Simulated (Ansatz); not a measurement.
Gas-phase electronic energies from Ansatz, PBE0-D4/def2-TZVP geometries. CCSD(T)/CBS is the MP2 limit (def2-TZVPP, def2-QZVPP) plus CCSD(T) − MP2 in def2-TZVPP, frozen cores. This one scheme is used for every species. Functionals use def2-TZVPP. B3LYP here is the variant with VWN-RPA as its local correlation; programs differ in this. Each species was taken in one conformer, which may not be the lowest.

Reaction (formal exchange of groups at the Si–O bond): `CO[SiH](C)O` + CH₄ → `CO[SiH](C)C` + H₂O

| level | ΔE (kJ/mol) |
| --- | --- |
| PBE0-D4 | 108.4 |
| B3LYP-D4 | 117.5 |
| ωB97M-V | 115.2 |
| PBE0 | 110.9 |
| HF/def2-TZVPP | 130.8 |
| SCS-MP2/def2-TZVPP | 118.4 |
| MP2/def2-QZVPP | 114.0 |
| HF/CBS(def2) | 131.1 |

(1) What does CCSD(T)/CBS give? (Best estimate.)

Largest T1 diagnostic among the species: 0.011.

Results:

(1) Computed: +112.0 kJ/mol. The listed levels differ from it by -3.6, 5.5, 3.2, -1.1, 18.8, 6.4, 2.0, 19.1 kJ/mol.

In def2-TZVPP, CCSD(T) changes the Hartree–Fock value by −16.3 kJ/mol (the triples alone add −1.6 kJ/mol) and MP2 by −15.4 kJ/mol. The D4 term adds −4.3 kJ/mol with B3LYP and −2.6 kJ/mol with PBE0; it sums over pairs of atoms, weighted by their polarisabilities, and B3LYP, whose exchange is more repulsive, gets the larger term.
